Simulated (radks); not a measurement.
Valence configurations of Co I (all share [Ar]). Method: scalar-relativistic Kohn-Sham, r2SCAN, spin-polarised, spherical densities, finite nucleus; open shells are filled with parallel spins first; meta-GGA in the generalised Kohn-Sham scheme; Fermi nuclear charge, rms radius 3.7875 fm; computed with a radial shooting solver on a logarithmic mesh with Libxc functionals. Energies are relative to 3d7 4s2; eigenvalues in eV for spin up.

| valence | E (eV) | moment (Bohr magnetons) | e(3d) | e(4p) | e(4s) |
|---|---|---|---|---|---|
| 3d7.5 4s1.5 | -0.162 | 3 | -7.462 | - | -5.572 |
| 3d8 4s1 | -0.060 | 3 | -5.204 | - | -5.154 |
| 3d7 4s2 | 0.000 | 3 | -9.972 | - | -5.948 |
| 3d6.5 4s2 4p0.5 | 2.894 | 4 | -13.660 | -2.210 | -7.345 |
| 3d7 4s1 4p1 | 2.998 | 5 | -11.367 | -2.620 | -7.650 |
| 3d6.5 4s1 4p1.5 | 5.721 | 6 | -14.834 | -3.331 | -8.807 |
| 3d6 4s2 4p1 | 6.711 | 5 | -17.504 | -3.070 | -8.667 |
| 3d7 4p2 | 7.993 | 5 | -12.959 | -3.318 | - |
| 3d5.5 4s1.5 4p2 | 13.110 | 7 | -22.018 | -4.361 | -10.591 |
| 3d5 4s2 4p2 | 17.420 | 7 | -25.676 | -4.625 | -11.140 |

NIST lists [Ar] 3d7 4s2 as the ground configuration; this level of theory puts 3d7.5 4s1.5 lower, by 0.162 eV. The energies are those of spherical high-spin densities, not of single terms.
